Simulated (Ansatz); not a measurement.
The cluster GaP₂. The state is a doublet with charge 0. Geometry r2SCAN-D4/def2-TZVPD, that of the charge -1 singlet; atoms count from 1.

Cartesian coordinates in Å:
```
Ga -0.0469 0.4661 1.4041
P -0.6131 -1.0004 -0.4686
P 0.6600 0.5343 -0.9355
```

The structure comes from a short search, and lower isomers may exist.

**Question.** Estimate the Mulliken populations from the PBE0/def2-TZVPD orbitals of Ansatz.

**Answer.** 
| atom | charge (e) | spin (α − β) |
| --- | --- | --- |
| Ga1 | 0.17 | 0.21 |
| P2 | -0.08 | 0.40 |
| P3 | -0.08 | 0.40 |
Mulliken values and Mayer orders depend strongly on the basis. With diffuse functions, as here, like atoms can get unlike values, and bond orders can come out too low or too high.

**Question.** Where does the spin sit?

**Answer.** Summed by element: Ga 0.21, P 0.79, of 1 unpaired in all. Largest on single atoms: P2 0.40, P3 0.40, Ga1 0.21.

**Question.** And the Mayer bond orders between bonded heavy atoms (over 0.3)?

**Answer.** Ga1–P2 0.68 (2.44 Å); Ga1–P3 0.68 (2.44 Å); P2–P3 2.08 (2.05 Å).
